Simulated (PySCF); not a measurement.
Highest harmonic wavenumber (cm⁻¹) of eight silicon and germanium compounds: PBE-D3(BJ) beside PBE0-D3(BJ), computed with PySCF for isolated molecules in the bases named; differences from unrounded values. The eight are the first of their class met in an unordered collection, after screening for sound electronic states; none was chosen by its value. Each level has its own optimised geometry.

```
molecule                                                       basis  PBE0-D3(BJ)  PBE-D3(BJ)  difference
----------------------------------------------------------  --------  -----------  ----------  ----------
CH5F2NOSi, SMILES [Si](F)(CN)(F)O                           def2-SVP         3937        3770        -167
Si(F)(H)(SiH3)2 (FH7Si3), SMILES F[SiH]([SiH3])[SiH3]       def2-SVP         2240  (withheld)  (withheld)
Ge(F)2(OH)(NH2) (F2GeH3NO), SMILES [NH2][Ge]([OH])([F])[F]  def2-SVP         3901        3724        -177
C2H6ClFSi2, SMILES C=C([Si@H]([SiH3])Cl)F                   def2-SVP         3296        3202         -94
CH10N2Si3, SMILES N[Si@@H]1N[SiH2]C[SiH2]1                  def2-SVP         3713  (withheld)  (withheld)
C₃H₁₀OSi₂, SMILES O1[Si@H](C)C[SiH2]C1                      def2-SVP         3170        3083         -87
H8N2OSi2, SMILES N[SiH2]N[SiH2]O                            def2-SVP         3931  (withheld)  (withheld)
CH6FNO2Si, SMILES O([Si](O)(F)N)C                           def2-SVP         3928        3756        -172
```

Q: Complete the blanks. (The exact figures need the calculation; the answer reports its results.)

A: 
- CH10N2Si3, SMILES N[Si@@H]1N[SiH2]C[SiH2]1, PBE-D3(BJ): 3578
- CH10N2Si3, SMILES N[Si@@H]1N[SiH2]C[SiH2]1, difference: -135
- H8N2OSi2, SMILES N[SiH2]N[SiH2]O, PBE-D3(BJ): 3758
- H8N2OSi2, SMILES N[SiH2]N[SiH2]O, difference: -173
- Si(F)(H)(SiH3)2 (FH7Si3), SMILES F[SiH]([SiH3])[SiH3], PBE-D3(BJ): 2173
- Si(F)(H)(SiH3)2 (FH7Si3), SMILES F[SiH]([SiH3])[SiH3], difference: -67

PBE-D3(BJ) lies below PBE0-D3(BJ) in 8 and above it in 0 of the eight; the mean signed difference is -134 and the largest -177 cm⁻¹.
